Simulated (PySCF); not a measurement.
## How exact exchange moves a shielding

Molecule: `COCBF`, C2H6BFO.

Structure with atom numbers: `[CH3:1][O:2][CH2:3][BH:4][F:5]` (H(Xn): hydrogen on atom n).

GIAO shieldings (ppm, equivalent atoms averaged) in PySCF 2.14.0 with density-fitted response routines on the PBE0-D3(BJ)/def2-SVP geometry, basis pcSseg-2, gas phase, non-relativistic:

| functional | exact exchange (%) | σ(C3) | σ(C1) | σ(O2) | σ(B4) |
| --- | --- | --- | --- | --- | --- |
| BLYP | 0 | 98.8 | 108.2 | 312.7 | 31.5 |
| BP86 | 0 | 103.7 | 112.9 | 320.8 | 34.3 |
| PBE | 0 | 103.5 | 113.2 | 319.8 | 32.8 |
| B3LYP | 20 | 105.9 | 114.3 | 324.9 | 36.8 |
| PBE0 | 25 | 112.1 | 120.2 | 333.5 | 39.7 |
| mPW1PW91 | 25 | 111.8 | 119.6 | 332.8 | 40.1 |
| HF | 100 | 129.2 | 133.8 | 357.2 | 59.9 |

(1) Fit each shielding as a line in the percentage of exact exchange.

(2) What does the line predict for BHandHLYP (50 %), and what does the run give?

Results:

(1) σ(C3) = 102.6 + 0.27 x (rms 2.2 ppm); σ(C1) = 112.0 + 0.23 x (rms 2.2 ppm); σ(O2) = 319.2 + 0.40 x (rms 3.5 ppm); σ(B4) = 32.7 + 0.27 x (rms 0.9 ppm). The functionals also differ in their semilocal parts, which the line can't hold; Hartree–Fock has no correlation at all.

(2) σ(C3): 116.1 predicted, 115.1 computed; σ(C1): 123.5 predicted, 122.1 computed; σ(O2): 339.2 predicted, 339.1 computed; σ(B4): 46.2 predicted, 44.9 computed ppm.
